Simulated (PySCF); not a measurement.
A geometry optimisation on `C#CC#CB(N)/C=C\C`.

Method: PBE/6-31G* geometry optimisation, gas phase (PySCF 2.14.0). Start geometry: GFN2-xTB. A driver script takes a list of jobs; this job's settings line and coordinates (Å) are shown.

Input:
```
{"job": {"xc": "PBE", "basis": "6-31G*", "grid": 1, "kind": "geom"}, "charge": 0, "multiplicity": 1}
C      4.363549     0.781898     0.099399
C      3.247222     0.327809     0.070749
C      1.992737    -0.191122     0.034652
C      0.857546    -0.622380    -0.001451
B     -0.520160    -1.258443    -0.030215
N     -0.572161    -2.647992     0.059756
C     -1.873655    -0.487734    -0.140668
C     -2.108629     0.815252    -0.294736
C     -1.094700     1.901080    -0.406979
H      5.332534     1.180667     0.126047
H     -1.434072    -3.166751     0.051292
H      0.241881    -3.233876     0.136540
H     -2.757871    -1.118600    -0.084541
H     -3.134926     1.168354    -0.352993
H     -1.218753     2.426439    -1.354563
H     -0.085093     1.508109    -0.347191
H     -1.242445     2.629322     0.391388
```

Q: Estimate the output.

A: 
```
step   0  E = -350.59687772  max force = 0.033302
step   1  E = -350.60190713  max force = 0.003984
step   2  E = -350.60194366  max force = 0.000867
step   3  E = -350.60191223  max force = 0.002494
step   4  E = -350.60195973  max force = 0.001373
step   5  E = -350.60197177  max force = 0.000381
optimisation converged
```

Energies in Eh; «max force» is the largest Cartesian gradient component in Eh/bohr.

Q: How much energy does the optimisation release, in kcal/mol?

A: E(step 0) − E(last step) = 0.005094 Eh, which is 3.2 kcal/mol.

Q: Give the first gradient maximum in eV/Å.

A: With 1 Eh/bohr = 51.422 eV/Å, 1.712 eV/Å.

Summary of the converged run: final energy -350.60197 Eh after 5 steps; dipole 1.27 D.

Q: How long does this job take on an Arm Neoverse V2 with one thread (shared host)? And the peak memory of the process?

A: About 65 s, with 0.60 GiB resident at the peak, the Python interpreter and its libraries included.
Labels such as C1 count atoms from 1, the log's own numbers from 0.
